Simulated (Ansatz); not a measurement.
One change: `C[Se][Ti]([Cl])([Cl])[Cl]` becomes `[OH][Ti]([Cl])([Cl])[Cl]`.

Ansatz, PBE0-D4/def2-TZVP geometries, multiplicity 1. Each molecule was computed in one conformer, which needn't be the lowest.

Scalar relativity is left out up to krypton.

| property | `C[Se][Ti]([Cl])([Cl])[Cl]` |
| --- | --- |
| zero-point energy (PBE0-D4/def2-TZVP) / kJ/mol | 111.4 |
| HOMO–LUMO gap (PBE/def2-TZVPP) / eV | 2.06 |
| HOMO–LUMO gap (ωB97M-V/def2-TZVPP) / eV | 8.18 |
| LUMO energy (PBE/def2-TZVPP) / eV | -4.29 |
| HOMO energy (PBE0/def2-TZVPP) / eV | -7.44 |
| HOMO–LUMO gap (B3LYP/def2-TZVPP) / eV | 3.60 |

Task: Give the same properties after the change, and the shifts. (Estimate.)

Result: The calculation gave: 
```
                                      property  `[OH][Ti]([Cl])([Cl])[Cl]`  shift
zero-point energy (PBE0-D4/def2-TZVP) / kJ/mol                        43.6  -67.8
           HOMO–LUMO gap (PBE/def2-TZVPP) / eV                        3.81   1.75
       HOMO–LUMO gap (ωB97M-V/def2-TZVPP) / eV                       10.33   2.15
             LUMO energy (PBE/def2-TZVPP) / eV                       -4.08   0.21
            HOMO energy (PBE0/def2-TZVPP) / eV                       -9.25  -1.81
         HOMO–LUMO gap (B3LYP/def2-TZVPP) / eV                        5.50   1.90
```

With PBE0 the HOMO falls by 1.81 eV and the LUMO rises by 0.18 eV, so the gap widens by about 1.99 eV. PBE moves the HOMO by -1.54 eV and ωB97M-V by -1.93 eV. The zero-point energy changes by -67.8 kJ/mol with -9 modes.

B3LYP here is the variant with VWN-RPA as its local correlation; programs differ in this.

Spin–orbit coupling is left out; it splits and shifts lone-pair levels of the heavy atoms by tenths of an eV.
